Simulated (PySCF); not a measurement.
**Which determinant of HgTe⁺ lies lowest?**

Unrestricted PBE0; PySCF, scalar-relativistic core potentials, basis sets Hg def2-SVP with ECP60, Te def2-SVP with ECP28. Outer shells of the fragments: Hg 5d10 6s2; Te+ 4d10 5s2 5p3.

Followed along the bond (rough minima from three points):

```csv
2Ms+1,unpaired,⟨S²⟩ at the start,R at minimum (Å),Te (eV)
4,"σ ↑, π ↑↑",3.76,3.12,0.00
2,π ↑,0.76,2.68,0.11
2,"σ ↓, π ↑↑",1.76,3.07,0.41
2,"σ ↑, π ↑↓",1.76,3.09,0.60
```

Solutions found at the starting distance of 2.795 Å, counted from the lowest of them; the search is not exhaustive and high or unbound solutions are not listed, so other states can lie among these:

```tsv
2Ms+1	unpaired	term	E (eV)	⟨S²⟩	⟨Lz²⟩	μ (D)
4	σ ↑, π ↑↑	⁴Σ⁻	0.00	3.76	0.00	2.83
2	π ↑	²Π	0.02	0.76	1.01	-0.60
2	σ ↓, π ↑↑	mixed	0.38	1.76	0.00	2.37
2	σ ↑, π ↑↓	mixed	0.57	1.76	2.01	2.57
2	σ ↑	mixed	1.69	0.75	2.00	2.54
4	σ ↑↑, π ↑	⁴Π	2.64	3.75	1.01	-1.16
2	π ↑	²Π	3.81	0.75	1.01	7.00
4	π ↑↑↑	⁴Π	5.15	3.76	1.00	4.75
4	σ ↑, π ↑, δ ↑	mixed	7.53	3.75	5.00	-2.08
```

A term symbol is given only where ⟨S²⟩ and ⟨Lz²⟩ are close to those of a pure state; real π, δ and φ orbitals otherwise mix terms. A positive dipole points towards Te; it is taken about the centre of mass and depends on that origin.

Question: Compare the gap between the two lowest followed solutions at the starting distance with the gap between their minima.

Answer: At PBE0 the second solution (doublet, unpaired electrons π ↑) lies +0.02 eV from the first (quartet, unpaired electrons σ ↑, π ↑↑) at 2.795 Å and +0.11 eV at the minima; the two curves relax by different amounts, since their minima lie near 2.68 and 3.12 Å.

Spin–orbit coupling is left out. Counting both spins, an empty level lies below a filled one in some of these solutions, because spin and occupation are held.
